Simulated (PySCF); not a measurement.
# Co²⁺: ionisation energy

Co²⁺ [Ar] 3d7 (4F) → Co³⁺ [Ar] 3d6 (5D), as a difference of total energies. All numbers are calculated (PySCF 2.14, no relativity, point nucleus, in cc-pVTZ (7s6p4d2f1g, 68 functions)). Correlated levels: valence: [Ar] frozen. The calculations carry no spin-orbit coupling.

Q: Order these methods by the ionisation energy they give, lowest first.
A. M06-L
B. LDA
C. SCS-MP2 (valence)
D. UHF

A: D (31.448 eV), C (33.360 eV), A (33.550 eV), B (34.619 eV).

These non-relativistic numbers lack the scalar-relativistic shift.

The reference lies between the lowest fine-structure levels, while these numbers refer to the centres of the terms.

Errors of the correlated levels include the incompleteness of this basis and the frozen core.

For comparison: 33.5 ± 0.06 eV (semi-empirical (NIST evaluation); NIST Atomic Spectra Database, ionization energies).
